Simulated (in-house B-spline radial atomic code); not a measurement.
Re+ is squeezed into an impenetrable sphere of radius R (the orbitals vanish at R). Method: Dirac-Hartree-Fock, average of configuration, Fermi nucleus of rms radius 5.3698 fm. Calculated with a B-spline radial code for spherical atoms.

Energies in eV above the free ion in [Xe] 4f14 5d5 6s1:

```
R (bohr)  highest level (eV)  [Xe] 4f14 5d5 6s1  [Kr] 4d9 4f14 5s2 5p6 5d5 6s1 6f1  [Kr] 4d9 4f14 5s2 5p6 5d5 5f1 6s1
    8.65               -14.9           0.006985                              293.2                              285.6
    6.58               -14.7             0.1763                              301.7                              288.5
    5.02               -13.4              1.791                              317.6                              294.6
    4.52               -12.1              3.783                              327.7                              298.9
    3.56               -4.31              16.85                              367.8                                319
    3.13                4.84              34.75                              407.5                              342.2
    2.47                41.3              121.1                              555.5                              443.3
     2.1                93.4              273.3                              774.4                              612.2
    1.83                 168              531.6                               1113                              892.3
    1.57                 301               1084                               1792                               1483
```

**Question.** Does [Kr] 4d9 4f14 5s2 5p6 5d5 6s1 6f1 fall below [Xe] 4f14 5d5 6s1 under compression?

**Answer.** No, it stays above over the whole range.

**Question.** Does [Kr] 4d9 4f14 5s2 5p6 5d5 5f1 6s1 fall below [Xe] 4f14 5d5 6s1 under compression?

**Answer.** No, it stays above over the whole range.

The highest level is first positive in the row R = 3.13 bohr, pushed up by confinement above the zero of the free ion's potential. Each configuration is held fixed and needn't be the lowest in the sphere.
